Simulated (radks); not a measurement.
The numbers below are computed, except where a source is named.
Task: Coherent X-ray form factor from a spherical all-electron density. Level of theory: scalar-relativistic Kohn-Sham, PBEsol, spin-polarised, spherical densities, finite nucleus; Fermi nuclear charge, rms radius of each element as measured or else 0.836 A^(1/3) + 0.57 fm (a radial shooting solver on a logarithmic mesh with Libxc functionals).

sin(theta)/lambda (1/angstrom)  f0 (electrons)
0.05                                    20.498
0.1                                     19.237
0.15                                    17.668
0.2                                     16.083
0.25                                    14.584
0.3                                     13.200
0.4                                     10.861
0.5                                      9.161
0.6                                      8.014
0.8                                      6.669
1                                        5.737
1.25                                     4.643
1.5                                      3.652
2                                        2.290

The species is in the configuration that NIST lists as its ground one. Which atom or ion scatters so?

Result: The titanium ion Ti+, [Ar] 3d2 4s1. Extrapolating in s^2 from the first two rows gives f0(0) = 20.9, near the electron count 21; among species with that count, the fall with angle is slower the higher Z, and the table is that of Z = 22; from so few rows the species is fixed only to a neighbour or two.
